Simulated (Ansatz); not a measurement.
Total energies of MnN₃F₃H₉⁻ (relaxed from a model of mer-[MnF3(NH3)3]-, whose bonding it doesn't keep) from Ansatz at PBE-D4/def2-TZVPD, gas phase (1 Eh = 27.2114 eV = 2625.5 kJ/mol). The reference geometry is relaxed at B3LYP-D4/def2-SVPD.

| state | geometry | energy (Eh) |
| --- | --- | --- |
| charge -1 sextet | reference | -1619.97094 |
| charge 0 quintet | reference | -1619.87237 |
| charge -1 quartet | relaxed at B3LYP-D4/def2-SVPD | -1619.92821 |

Other spin states of the ions weren't run at this level and may lie lower.

Work out the vertical ionisation energy to the quintet.

E(charge 0 quintet) − E(charge -1 sextet) = -1619.87237 − (-1619.97094) = 0.09857 Eh = 2.68 eV. For comparison, −ε of the highest occupied level of the spin that leaves is -0.71 eV at this level, 3.39 eV less.

Which of the charge -1 states is lowest, and how far above it are the others?

The sextet. quartet: -1619.92821 − (-1619.97094) = 0.04273 Eh = 112.2 kJ/mol.

At PBE-D4/def2-TZVPD the highest occupied level of the charge -1 sextet lies above zero (up to 0.71 eV). By energy differences its removal costs 2.68 eV (vertical, to the charge 0 quintet, at PBE-D4/def2-TZVPD), and other spins of that charge weren't run; a positive level beside a positive removal energy at the same level points to self-interaction error. At PBE-D4/def2-TZVPD the highest occupied level of the charge -1 quartet lies above zero (up to 2.38 eV). It is a level of β spin, whose loss leaves a quintet; that state wasn't run at this geometry and level. The electron is either unbound and held by the finite basis, or the level is raised by self-interaction error. At PBE-D4/def2-TZVPD the charge -1 quartet is spin-contaminated (final ⟨S²⟩ up to 3.93, 3.75 for a pure state).  The doublet lies 1.92 eV above the sextet at this level but is left out (at the level of its geometry, ⟨S²⟩ 1.75, where a pure state has 0.75).
